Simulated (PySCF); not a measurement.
# `N#C[C@@H]1C[Si@@H]1C#N`, C$_{4}$H$_{4}$N$_{2}$Si

Geometry (Å), atoms numbered from 1 in this order:
```xyz
11

N     0.778    1.591   -2.243
C     0.505    0.651   -1.646
C     0.171   -0.495   -0.895
C    -1.174   -0.482   -0.133
Si    0.313   -0.493    1.014
C     0.738    1.133    1.786
N     1.002    2.121    2.302
H     0.415   -1.415   -1.415
H    -1.756    0.424   -0.249
H    -1.782   -1.368   -0.261
H     0.795   -1.665    1.714
```

Computed, not measured: PySCF 2.14.0, TDDFT CAM-B3LYP/def2-SVPD circular dichroism and optical rotation, one conformer, gas phase. Geometry: GFN2-xTB.

Stereocentres: C3 R, Si5 S.

**Question.** Give the optical rotatory dispersion at 633, 589.3, 546, 436, 405, 365, 355 nm.

**Answer.** [α] in deg dm⁻¹ (g/mL)⁻¹:
```tsv
λ (nm)	origin-invariant length gauge	modified velocity gauge	length gauge (centre of mass)	isotropic polarisability (au)
633	+81.8	+80.7	+84.0	80.4
589.3	+95.3	+94.0	+97.9	80.8
546	+112.2	+110.7	+115.3	81.3
436	+182.9	+180.4	+188.2	83.4
405	+214.7	+211.9	+221.3	84.5
365	+268.2	+264.7	+277.0	86.3
355	+284.1	+280.4	+293.6	86.9
```

**Question.** And for the mirror image at 589.3 nm?

**Answer.** -95.3 deg dm⁻¹ (g/mL)⁻¹ (origin-invariant length gauge): the same size and the opposite sign.

**Question.** What is the molar rotation [Φ] = [α]·M/100 of the geometry above at 589.3 nm?

**Answer.** With M = 108.17 g/mol, +103.1 deg cm² dmol⁻¹ (origin-invariant length gauge).

The first excitation lies at 5.90 eV (210 nm) with R = +24.6 × 10⁻⁴⁰ esu² cm² (velocity form).
